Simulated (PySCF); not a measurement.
Electron affinity of In by level of theory

In⁻ [Kr] 4d10 5s2 5p2 (3P) → In [Kr] 4d10 5s2 5p1 (2P), as a difference of total energies. Calculation: PySCF 2.14, in def2-QZVPPD with the def2 core potential (28 electrons) (8s6p5d4f1g, 88 functions); a scalar-relativistic core potential. Correlated levels: valence: 4s2 4p6 4d10 frozen. The calculations carry no spin-orbit coupling.

```csv
method,electron affinity (eV)
UHF,0.033
MP2 (valence),0.315
SCS-MP2 (valence),0.235
CCSD (valence),0.337
CCSD(T) (valence),0.373
```

Question: How much does correlation contribute at CCSD(T) (valence)?

Answer: 0.373 − (0.033) = 0.340 eV, measured against UHF.

The reference lies between the lowest fine-structure levels, while these numbers refer to the centres of the terms.

Errors of the correlated levels include the incompleteness of this basis and the frozen core.

For comparison: 0.384 eV (measured; photodetachment measurements, as compiled on the Wikipedia data page of electron affinities).
